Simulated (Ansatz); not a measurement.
Diatomic AuS, multiplicity 4 (an upper state: multiplicity 2 came lower at CCSD(T)/def2-TZVPP on PBE0 minima). No spin–orbit coupling.

Seven points along R, fitted to fifth degree in 1/R; most abundant isotopes. Runs in def2 and cc sets follow the lowest solution found near the PBE0 minimum.

The values were computed with Ansatz (a first-principles code) with Gaussian orbitals.  In def2 rows elements past Kr take small-core potentials, without spin–orbit coupling.

| level | r_e (Å) | ω_e (cm⁻¹) | B_e (cm⁻¹) | ω_e x_e (cm⁻¹) | dipole (D) |
|---|---|---|---|---|---|
| PBE/def2-TZVPP | 2.253 | 326 | 0.121 | 2.1 | 1.42 |
| PBE0/def2-TZVPP | 2.235 | 330 | 0.123 | 2.6 | 1.67 |
| wB97X-V/def2-TZVPP | 2.234 | 325 | 0.123 | 3.2 | 1.77 |
| CCSD/def2-TZVPP | 2.250 | 310 | 0.121 | 3.5 | - |
| CCSD(T)/def2-TZVPP | 2.232 | 340 | 0.123 | 2.9 | - |

Correlated levels freeze the inner cores; with def2 sets outer-core shells near the valence are correlated too.
